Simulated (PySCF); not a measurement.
All numbers come from PySCF, PBE0, basis Ga def2-TZVP, H def2-TZVP (no relativity, density fitting).

Each entry is the lowest minimum that a search over a few typed start shapes (and spin states, where more than one is plausible) found, or that minimum re-optimised at the stated level; isomers with ligand–ligand bonds, or fragments after loss of a ligand pair, can lie lower. Open shells are unrestricted.

GaH₂ is a doublet of C2v symmetry with Ga–H 1.593 Å (×2); H–Ga–H 120.5°. Its wavenumbers are 735, 1811, 1874 cm⁻¹.

Problem. What changes when one electron is removed, giving GaH₂⁺?

Solution. It costs 6.99 eV between the minima (7.07 eV with zero-point energy). GaH₂⁺ is a singlet of D∞h symmetry with Ga–H 1.528 Å (×2); H–Ga–H 180.0°; wavenumbers 678 (×2), 2095, 2183 cm⁻¹.
